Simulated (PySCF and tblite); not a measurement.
C₆H₈FNS, numbered as in [CH3:1][S:2][c:3]1[cH:4][c:5]([CH2:6][F:7])[cH:8][nH:9]1.

The ensemble was built from 90 distance-geometry starts (ETKDG and KDG, MMFF94s, GFN2-xTB) and rests on GFN2-xTB geometries. Free energies are PBE0-D3(BJ)/pcSseg-1 single points with GFN2-xTB rigid-rotor and vibrational terms (modes under about 100 cm⁻¹ blended into free rotors). Symmetry numbers and mirror images are counted. Conformers within 2.5 kcal/mol (GFN2-xTB free energy) were kept, 4 at most. GIAO shieldings: PBE0/pcSseg-1. Shifts are against TMS (¹H), TMS (¹³C), CFCl3 (¹⁹F), NH3 (¹⁵N) at the same level. Programs: PySCF with density fitting and tblite.

Problem. List the conformer-averaged shifts at 298.15 K.

Solution. ¹H: 6.83 (H8, 1H), 5.88 (H4, 1H), 5.62 (H6, 2H), 2.51 (H1, 3H) ppm. ¹³C: 130.2 (C3), 127.9 (C5), 120.0 (C8), 107.3 (C4), 81.8 (C6), 19.3 (C1) ppm. ¹⁹F: -228.3 (F7) ppm. ¹⁵N: 169.1 (N9) ppm.

Problem. How do the conformers differ?

Solution. Torsions listed: C1–S2–C3–N9, C4–C5–C6–F7. Of a mirror pair one member is shown.
| conformer | shape | weight % |
| --- | --- | --- |
| 1 | 170°, 90° | 72.5 |
| 2 | 180°, 180° | 27.5 |

```json
{"signal": "H1", "1": "2.53", "2": "2.46", "average": "2.51"}
{"signal": "H4", "1": "6.02", "2": "5.51", "average": "5.88"}
{"signal": "H6", "1": "5.49", "2": "5.96", "average": "5.62"}
{"signal": "H8", "1": "6.87", "2": "6.72", "average": "6.83"}
{"signal": "C1", "1": "19.5", "2": "18.9", "average": "19.3"}
{"signal": "C3", "1": "130.2", "2": "130.4", "average": "130.2"}
{"signal": "C4", "1": "109.7", "2": "100.8", "average": "107.3"}
{"signal": "C5", "1": "127.7", "2": "128.5", "average": "127.9"}
{"signal": "C6", "1": "80.6", "2": "85.1", "average": "81.8"}
{"signal": "C8", "1": "121.6", "2": "115.7", "average": "120.0"}
{"signal": "F7", "1": "-213.8", "2": "-266.7", "average": "-228.3"}
{"signal": "N9", "1": "170.4", "2": "165.8", "average": "169.1"}
```

Problem. Which signal moves most, for its nucleus, between 250 and 350 K through the change of populations alone?

Solution. F7: -226.8 ppm at 250 K, -228.3 ppm at 298.15 K, -229.6 ppm at 350 K.

The minima are those of GFN2-xTB; planar forms about aryl–S or allylic bonds may be saddles in DFT. H on N, O and S are left out: they exchange, and hydrogen bonds move them by several ppm. Unscaled ¹⁹F and ¹⁵N shifts at such levels can be off by tens of ppm; differences between conformers or isomers are more reliable. Shifts are unscaled: against experiment ¹³C can be off by 15 ppm or more and ¹H by 0.8 ppm.


¹⁵N shifts are against a computed isolated NH3 molecule, about 20 ppm from the liquid.